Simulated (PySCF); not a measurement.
# Mn²⁺ (manganese, charge +2) across methods

[Ar] 3d4 4p1, one real determinant (an excited configuration). All numbers are calculated (PySCF 2.14, the non-relativistic Hamiltonian (point nucleus), in aug-cc-pVQZ (9s8p6d4f3g2h, 140 functions)).

```
 method  E (hartree)  mean ε 3p β (eV)  mean ε 3d α (eV)  mean ε 4p α (eV)  Σ⟨r²⟩ (bohr²)   ⟨S²⟩
r2SCANh    -1149.628           -78.842           -34.826           -17.534          22.73  8.751
    PBE    -1149.398           -76.873           -33.198           -17.233          22.74  8.750
    UHF  -1148.62298           -87.635           -43.491           -19.371          23.25  8.752
 M06-2X    -1149.628           -83.044           -38.582           -18.523          22.78  8.751
    LDA    -1147.250           -76.978           -33.357           -17.284          22.65  8.750
   PBE0    -1149.447           -79.961           -35.953           -17.880          22.79  8.751
  TPSSh    -1149.674           -78.380           -34.286           -17.429          22.76  8.751
```

**Question.** Estimate the same row for r2SCAN.

**Answer.** E (hartree) = -1149.631; mean ε 3p β (eV) = -77.722; mean ε 3d α (eV) = -33.783; mean ε 4p α (eV) = -17.288; Σ⟨r²⟩ (bohr²) = 22.71; ⟨S²⟩ = 8.751.

⟨L²⟩ = 8.01 against 12 for a pure F term, so this real determinant mixes terms.
